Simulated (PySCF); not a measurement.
Molecular orbitals of LaH

PBE at R = 2.077 Å; basis La x2c-TZVPPall, H x2c-TZVPPall; spin-free X2C with a Gaussian nucleus; PySCF 2.14. State: triplet, about 0.0 electrons in the 4f shell (Mulliken). Only the outer orbitals are listed, counted within each symmetry.

```csv
spin,orbital,occ.,ε (eV),on La (%),main shells (%)
α,10σ,1,-37.56,100,100 La s
α,6π,1,-21.30,100,100 La p
α,6π,1,-21.30,100,100 La p
α,11σ,1,-21.29,98,98 La p
α,12σ,1,-5.68,41,"59 H s, 25 La d, 12 La s"
α,13σ,1,-3.39,100,"73 La s, 24 La d"
α,3δ,1,-2.95,100,100 La d
α,7π,0,-2.37,99,96 La d
α,7π,0,-2.37,99,96 La d
α,3δ,0,-2.36,100,100 La d
β,10σ,1,-37.22,100,100 La s
β,11σ,1,-21.04,99,99 La p
β,6π,1,-20.71,100,100 La p
β,6π,1,-20.71,100,100 La p
β,12σ,1,-5.63,40,"60 H s, 23 La d, 12 La s"
β,13σ,0,-2.12,100,"81 La s, 13 La d"
β,7π,0,-1.86,99,99 La d
β,7π,0,-1.86,99,99 La d
```

Task: Which are the highest filled and the lowest empty level, where do they sit, and how wide is the gap?

Result: Highest filled α 3δ at -2.95 eV (in %: 100 La d); lowest empty α 7π at -2.37 eV (in %: 96 La d); the gap at PBE is 0.58 eV.

```
bond order (Mayer)                              : 0.96
⟨S²⟩                                            : 2.002
charge on La (Mulliken, basis-dependent)        : 0.24
charge on La (Löwdin, basis-dependent)          : 0.18
dipole moment (positive dipole means La(−)H(+)) : -3.18 D
```

Spin–orbit coupling is left out. With d or f electrons several states lie close, and the lowest PBE0 determinant need not be the measured ground state.
